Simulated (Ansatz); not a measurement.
# H8NSSi2+: where a starting geometry ends

The starting geometry of this gas-phase singlet is a saddle point at B3LYP-D3(BJ)/def2-SVP, pushed by 0.25 Å along its imaginary mode; its bonds are those of `[NH3+][SiH2]S[SiH3]`.

```yaml
atoms:
  - { symbol: N, position_ang: [-1.4839, -0.2023, -1.8515] }
  - { symbol: S, position_ang: [-1.2057, 1.3373, 0.8195] }
  - { symbol: Si, position_ang: [-0.6194, -0.4384, -0.1338] }
  - { symbol: Si, position_ang: [-0.6716, 0.9293, 2.9493] }
  - { symbol: H, position_ang: [-1.3281, -1.0014, -2.4908] }
  - { symbol: H, position_ang: [-1.1531, 0.6483, -2.3470] }
  - { symbol: H, position_ang: [-2.5168, -0.0931, -1.7496] }
  - { symbol: H, position_ang: [-1.2296, -1.7093, 0.3419] }
  - { symbol: H, position_ang: [0.8086, -0.5756, -0.5675] }
  - { symbol: H, position_ang: [-1.2109, 2.1246, 3.6495] }
  - { symbol: H, position_ang: [-1.3541, -0.3436, 3.3495] }
  - { symbol: H, position_ang: [0.8057, 0.7973, 3.0433] }
```

Question: Predict what it relaxes into with B3LYP-D3(BJ)/def2-SVP.

Answer: It keeps its bonds, and is `[NH3+][SiH2]S[SiH3]`.

The energy falls by 0.08 eV over 30 steps:

| step | E − E(last) (eV) |
| --- | --- |
| 1 | 0.082 |
| 4 | 0.067 |
| 7 | 0.060 |
| 11 | 0.032 |
| 14 | 0.012 |
| 17 | 0.004 |
| 20 | 0.001 |
| 24 | 0.000 |
| 27 | 0.000 |
| 30 | 0.000 |

Final geometry (Å):

```xyz
12

N    -1.6496   -0.2794   -1.3048
S     0.0913    1.4956    0.7438
Si    0.0301   -0.2963   -0.3310
Si   -0.9697    0.8936    2.5983
H    -1.7670   -1.0933   -1.9256
H    -1.7274    0.5631   -1.8918
H    -2.4586   -0.2663   -0.6684
H    -0.1294   -1.5530    0.4326
H     0.9822   -0.3419   -1.4573
H    -1.2945    2.1788    3.2533
H    -2.1911    0.1540    2.1728
H    -0.0751    0.0184    3.3909
```

Frequencies at the end are all real (lowest 42 cm⁻¹). Run with Ansatz 0.2.0, 53 s on 2 threads of Arm Neoverse V2 (shared host).
